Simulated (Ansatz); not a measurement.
**Molecular dynamics, step by step**

SiNH4F3, singlet, PBE0-D4/def2-SVP (Ansatz 0.2.0). Settings (timestep in fs, temperature in K; T counts 21 degrees of freedom):

```yaml
hamiltonian: {xc: pbe0, dispersion: d4}
md: {n_steps: 80, timestep: 0.75, temperature: 700, ensemble: nve, seed: 290, initial_velocities: maxwell_boltzmann}
```

Start, the saddle point found with PBE0-D4 in triple zeta (not stationary at another level):

```
9
angstrom
Si -0.6231 0.3683 -0.3703
N 0.8281 -0.0857 0.6187
F -0.2252 0.3838 -1.9007
F -0.6908 1.9448 -0.0538
H -1.9482 -0.0696 0.0620
H 0.5216 -1.2273 0.2009
F -0.3044 -1.7150 -0.4581
H 0.7465 0.0809 1.6140
H 1.6956 0.3198 0.2872
```

```json
{"step": "0", "time (fs)": "0.00", "potential energy less the start (meV)": "0.0", "kinetic energy (meV)": "633.4", "T (K)": "700"}
{"step": "5", "time (fs)": "3.75", "potential energy less the start (meV)": "256.1", "kinetic energy (meV)": "380.7", "T (K)": "421"}
{"step": "10", "time (fs)": "7.50", "potential energy less the start (meV)": "316.2", "kinetic energy (meV)": "323.4", "T (K)": "357"}
{"step": "15", "time (fs)": "11.25", "potential energy less the start (meV)": "325.1", "kinetic energy (meV)": "318.3", "T (K)": "352"}
{"step": "20", "time (fs)": "15.00", "potential energy less the start (meV)": "250.8", "kinetic energy (meV)": "388.9", "T (K)": "430"}
{"step": "25", "time (fs)": "18.75", "potential energy less the start (meV)": "262.0", "kinetic energy (meV)": "374.0", "T (K)": "413"}
{"step": "30", "time (fs)": "22.50", "potential energy less the start (meV)": "237.8", "kinetic energy (meV)": "397.1", "T (K)": "439"}
{"step": "35", "time (fs)": "26.25", "potential energy less the start (meV)": "281.2", "kinetic energy (meV)": "359.5", "T (K)": "397"}
{"step": "40", "time (fs)": "30.00", "potential energy less the start (meV)": "160.3", "kinetic energy (meV)": "478.9", "T (K)": "529"}
{"step": "45", "time (fs)": "33.75", "potential energy less the start (meV)": "-96.3", "kinetic energy (meV)": "729.7", "T (K)": "806"}
{"step": "50", "time (fs)": "37.50", "potential energy less the start (meV)": "-95.5", "kinetic energy (meV)": "734.3", "T (K)": "812"}
{"step": "55", "time (fs)": "41.25", "potential energy less the start (meV)": "-364.7", "kinetic energy (meV)": "1006.2", "T (K)": "1112"}
{"step": "60", "time (fs)": "45.00", "potential energy less the start (meV)": "-567.1", "kinetic energy (meV)": "1204.9", "T (K)": "1332"}
{"step": "65", "time (fs)": "48.75", "potential energy less the start (meV)": "-496.0", "kinetic energy (meV)": "1128.2", "T (K)": "1247"}
{"step": "70", "time (fs)": "52.50", "potential energy less the start (meV)": "-81.1", "kinetic energy (meV)": "712.7", "T (K)": "788"}
{"step": "75", "time (fs)": "56.25", "potential energy less the start (meV)": "-23.8", "kinetic energy (meV)": "664.8", "T (K)": "735"}
{"step": "80", "time (fs)": "60.00", "potential energy less the start (meV)": "-311.9", "kinetic energy (meV)": "951.8", "T (K)": "1052"}
```

Step 5, positions (Å) and forces (eV/Å):

| atom | x | y | z | Fx | Fy | Fz |
| --- | --- | --- | --- | --- | --- | --- |
| Si1 | -0.622 | 0.372 | -0.374 | -2.009 | -2.555 | 0.378 |
| N2 | 0.797 | -0.107 | 0.630 | 1.882 | 0.309 | -1.172 |
| F3 | -0.236 | 0.393 | -1.928 | 0.215 | 0.075 | -0.238 |
| F4 | -0.675 | 1.944 | -0.047 | 0.058 | 0.794 | 0.171 |
| H5 | -1.999 | -0.136 | 0.091 | 1.020 | 0.661 | -0.394 |
| H6 | 0.728 | -1.223 | 0.148 | -1.418 | 0.394 | 0.531 |
| F7 | -0.292 | -1.713 | -0.439 | 0.403 | 0.414 | -0.343 |
| H8 | 0.723 | 0.077 | 1.617 | 0.018 | -0.127 | 0.631 |
| H9 | 1.632 | 0.377 | 0.265 | -0.170 | 0.035 | 0.434 |

Step 25, positions (Å) and forces (eV/Å):

| atom | x | y | z | Fx | Fy | Fz |
| --- | --- | --- | --- | --- | --- | --- |
| Si1 | -0.658 | 0.308 | -0.405 | 0.078 | 1.373 | 0.598 |
| N2 | 0.812 | -0.083 | 0.675 | 0.012 | -0.211 | -0.485 |
| F3 | -0.278 | 0.428 | -2.001 | -0.260 | -0.453 | 1.214 |
| F4 | -0.607 | 1.957 | -0.017 | -0.279 | -1.370 | -0.533 |
| H5 | -2.102 | -0.013 | 0.048 | 1.262 | 0.048 | -0.516 |
| H6 | 0.555 | -1.288 | 0.258 | 0.480 | 0.738 | -0.399 |
| F7 | -0.253 | -1.684 | -0.403 | -0.859 | -0.259 | -0.536 |
| H8 | 0.597 | -0.130 | 1.659 | -0.160 | 0.410 | 0.624 |
| H9 | 1.630 | 0.524 | 0.542 | -0.273 | -0.274 | 0.032 |

Step 75, positions (Å) and forces (eV/Å):

| atom | x | y | z | Fx | Fy | Fz |
| --- | --- | --- | --- | --- | --- | --- |
| Si1 | -0.654 | 0.107 | -0.420 | 0.205 | 6.669 | -0.436 |
| N2 | 0.929 | 0.097 | 0.915 | 2.940 | -1.284 | -2.242 |
| F3 | -0.332 | 0.419 | -2.039 | -0.274 | -0.122 | 1.232 |
| F4 | -0.506 | 1.749 | -0.031 | 0.200 | -0.180 | -0.222 |
| H5 | -1.934 | 0.093 | 0.246 | -0.921 | -0.261 | 0.172 |
| H6 | 1.734 | -0.692 | 0.786 | -2.708 | 2.352 | 0.600 |
| F7 | -0.444 | -1.377 | -0.561 | 0.948 | -6.177 | -0.483 |
| H8 | 0.514 | 0.059 | 1.835 | 0.188 | 0.150 | 0.565 |
| H9 | 1.346 | 1.041 | 0.690 | -0.577 | -1.147 | 0.814 |

Last step (80):

Si1  (-0.664, 0.141, -0.421)
N2  (0.960, 0.132, 0.937)
F3  (-0.333, 0.415, -2.034)
F4  (-0.489, 1.723, -0.033)
H5  (-2.036, 0.018, 0.318)
H6  (1.628, -0.517, 0.889)
F7  (-0.459, -1.427, -0.593)
H8  (0.584, 0.015, 1.877)
H9  (1.296, 1.054, 0.730)
(Å)

Hardware: 4 CPU threads of an Intel Xeon Platinum 8488C, shared host. Wall time about 91 s.
